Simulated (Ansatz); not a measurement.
## Molecular dynamics of FH5N2Si

Input file:

```yaml
crystal:
  periodic: [false, false, false]
  atoms:
    - { symbol: Si, position_ang: [0.015062, 0.022755, -0.187351] }
    - { symbol: F, position_ang: [0.073231, 0.123637, 1.453073] }
    - { symbol: "N", position_ang: [1.637695, -0.019643, -0.892768] }
    - { symbol: H, position_ang: [2.182717, -0.815614, -0.476508] }
    - { symbol: H, position_ang: [2.185697, 0.825628, -0.59439] }
    - { symbol: "N", position_ang: [-0.815092, 1.414333, -0.898297] }
    - { symbol: H, position_ang: [-1.802133, 1.456154, -0.541485] }
    - { symbol: H, position_ang: [-0.395249, 2.30999, -0.544452] }
    - { symbol: H, position_ang: [-0.692528, -1.187739, -0.556722] }
basis:
  gaussian: { orbitals: STO-3G }
hamiltonian:
  xc: r2scan
md:
  timestep: 0.5
  n_steps: 250
  ensemble: nve
  temperature: 1000.0
  initial_velocities: maxwell_boltzmann
  seed: 724505
```

Run as:

```bash
$ ansatz run input.yaml --threads 1 --pin off --max-ram 2048MiB --backend cpu --events-out ev --progress --plain --runs-dir out
```

It starts from a relaxed structure.

Output, in part (one step line in 9, the closing report, with atoms numbered from 0):

```
md step     0: t =     0.00 fs  T =  1000.0 K  F+E_penalty+E_count = -13483.69877192 eV  E_kin = 0.904820 eV  conserved = -13482.79395193 eV  (20 SCF iters)
md step     9: t =     4.50 fs  T =   575.6 K  F+E_penalty+E_count = -13483.31064536 eV  E_kin = 0.520834 eV  conserved = -13482.78981086 eV  (26 SCF iters)
md step    18: t =     9.00 fs  T =   712.9 K  F+E_penalty+E_count = -13483.43731013 eV  E_kin = 0.645074 eV  conserved = -13482.79223646 eV  (26 SCF iters)
md step    27: t =    13.50 fs  T =   542.8 K  F+E_penalty+E_count = -13483.28230004 eV  E_kin = 0.491094 eV  conserved = -13482.79120607 eV  (26 SCF iters)
md step    36: t =    18.00 fs  T =   839.3 K  F+E_penalty+E_count = -13483.55129941 eV  E_kin = 0.759440 eV  conserved = -13482.79185900 eV  (26 SCF iters)
md step    45: t =    22.50 fs  T =   396.1 K  F+E_penalty+E_count = -13483.14793125 eV  E_kin = 0.358372 eV  conserved = -13482.78955932 eV  (26 SCF iters)
md step    54: t =    27.00 fs  T =   581.1 K  F+E_penalty+E_count = -13483.31644928 eV  E_kin = 0.525813 eV  conserved = -13482.79063663 eV  (26 SCF iters)
md step    63: t =    31.50 fs  T =   443.8 K  F+E_penalty+E_count = -13483.19170715 eV  E_kin = 0.401554 eV  conserved = -13482.79015278 eV  (26 SCF iters)
md step    72: t =    36.00 fs  T =   726.1 K  F+E_penalty+E_count = -13483.44683677 eV  E_kin = 0.656971 eV  conserved = -13482.78986567 eV  (26 SCF iters)
md step    81: t =    40.50 fs  T =   363.7 K  F+E_penalty+E_count = -13483.11779116 eV  E_kin = 0.329096 eV  conserved = -13482.78869517 eV  (25 SCF iters)
md step    90: t =    45.00 fs  T =   589.9 K  F+E_penalty+E_count = -13483.32320092 eV  E_kin = 0.533730 eV  conserved = -13482.78947064 eV  (26 SCF iters)
md step    99: t =    49.50 fs  T =   523.8 K  F+E_penalty+E_count = -13483.26483322 eV  E_kin = 0.473930 eV  conserved = -13482.79090322 eV  (24 SCF iters)
md step   108: t =    54.00 fs  T =   781.5 K  F+E_penalty+E_count = -13483.49723703 eV  E_kin = 0.707134 eV  conserved = -13482.79010315 eV  (26 SCF iters)
md step   117: t =    58.50 fs  T =   506.8 K  F+E_penalty+E_count = -13483.24755577 eV  E_kin = 0.458531 eV  conserved = -13482.78902469 eV  (26 SCF iters)
md step   126: t =    63.00 fs  T =   728.3 K  F+E_penalty+E_count = -13483.45015864 eV  E_kin = 0.658940 eV  conserved = -13482.79121877 eV  (25 SCF iters)
md step   135: t =    67.50 fs  T =   505.8 K  F+E_penalty+E_count = -13483.24721427 eV  E_kin = 0.457671 eV  conserved = -13482.78954314 eV  (25 SCF iters)
md step   144: t =    72.00 fs  T =   820.9 K  F+E_penalty+E_count = -13483.53493441 eV  E_kin = 0.742735 eV  conserved = -13482.79219893 eV  (25 SCF iters)
md step   153: t =    76.50 fs  T =   500.7 K  F+E_penalty+E_count = -13483.24242519 eV  E_kin = 0.453043 eV  conserved = -13482.78938183 eV  (26 SCF iters)
md step   162: t =    81.00 fs  T =   714.0 K  F+E_penalty+E_count = -13483.43882411 eV  E_kin = 0.646068 eV  conserved = -13482.79275625 eV  (26 SCF iters)
md step   171: t =    85.50 fs  T =   496.7 K  F+E_penalty+E_count = -13483.23831350 eV  E_kin = 0.449430 eV  conserved = -13482.78888309 eV  (25 SCF iters)
md step   180: t =    90.00 fs  T =   851.3 K  F+E_penalty+E_count = -13483.56337733 eV  E_kin = 0.770274 eV  conserved = -13482.79310365 eV  (24 SCF iters)
md step   189: t =    94.50 fs  T =   408.4 K  F+E_penalty+E_count = -13483.15654342 eV  E_kin = 0.369509 eV  conserved = -13482.78703431 eV  (26 SCF iters)
md step   198: t =    99.00 fs  T =   637.0 K  F+E_penalty+E_count = -13483.36738682 eV  E_kin = 0.576355 eV  conserved = -13482.79103222 eV  (25 SCF iters)
md step   207: t =   103.50 fs  T =   386.0 K  F+E_penalty+E_count = -13483.13566113 eV  E_kin = 0.349222 eV  conserved = -13482.78643954 eV  (25 SCF iters)
md step   216: t =   108.00 fs  T =   745.0 K  F+E_penalty+E_count = -13483.46318650 eV  E_kin = 0.674103 eV  conserved = -13482.78908338 eV  (24 SCF iters)
md step   225: t =   112.50 fs  T =   403.9 K  F+E_penalty+E_count = -13483.15149654 eV  E_kin = 0.365436 eV  conserved = -13482.78606071 eV  (26 SCF iters)
md step   234: t =   117.00 fs  T =   669.9 K  F+E_penalty+E_count = -13483.39339318 eV  E_kin = 0.606107 eV  conserved = -13482.78728648 eV  (23 SCF iters)
md step   243: t =   121.50 fs  T =   463.2 K  F+E_penalty+E_count = -13483.20624397 eV  E_kin = 0.419078 eV  conserved = -13482.78716563 eV  (24 SCF iters)
md step   250: t =   125.00 fs  T =   713.8 K  F+E_penalty+E_count = -13483.43422423 eV  E_kin = 0.645872 eV  conserved = -13482.78835264 eV  (21 SCF iters)
Total energy: -13483.43422962 eV, -495.5070685384 hartree
Atom 0 at     0.034518     0.004352    -0.228879 Å, force    -1.166762    -0.988809     0.913822 eV/Å
Atom 1 at     0.006328     0.105822     1.410461 Å, force     0.124780    -0.217778    -0.140174 eV/Å
Atom 2 at     1.664390     0.053197    -0.809293 Å, force     0.635644     0.616357    -0.392796 eV/Å
Atom 3 at     2.255626    -0.776288    -0.654612 Å, force     0.055418    -0.786690     0.055897 eV/Å
Atom 4 at     2.204656     0.810967    -0.338822 Å, force     0.006765     0.243969    -0.039519 eV/Å
Atom 5 at    -0.854861     1.424574    -0.734980 Å, force     3.062461     2.231447     2.600241 eV/Å
Atom 6 at    -0.089069     2.216815    -0.889442 Å, force    -2.160703    -1.597200    -0.236441 eV/Å
Atom 7 at    -1.304077     1.231523    -1.599405 Å, force    -1.074816     0.020542    -2.928466 eV/Å
Atom 8 at    -0.688077    -1.200569    -0.700473 Å, force     0.517212     0.478163     0.167436 eV/Å
Dipole moment:     0.296410    -0.116185    -0.138241 e Å
```

The run went to its last step. The conserved energy stayed within 1.3 meV per atom of its start (net change 0.62 meV per atom), so the integration is sound. Over the second half the temperature averaged 0.55 of the 1000 K drawn at the start: a run that starts near a minimum puts about half its kinetic energy into the potential. A run of 0.12 ps of so small a system gives no equilibrium averages. Limits of this set-up: minimal basis.

The same pairs are bonded in the first frame and the last. Pairs count as bonded within 1.25 times the sum of covalent radii (0.12 Å more for H–H).

Last frame:

```xyz
9
Properties=species:S:1:pos:R:3
Si 0.035 0.004 -0.229
F 0.006 0.106 1.411
N 1.664 0.053 -0.809
H 2.256 -0.776 -0.655
H 2.205 0.811 -0.339
N -0.855 1.425 -0.735
H -0.089 2.217 -0.889
H -1.304 1.232 -1.599
H -0.688 -1.201 -0.701
```

The run took 6.9 min on 1 thread of AMD EPYC 7R43 64-Core Processor (Zen 3) (shared host), peak memory 0.12 GiB.
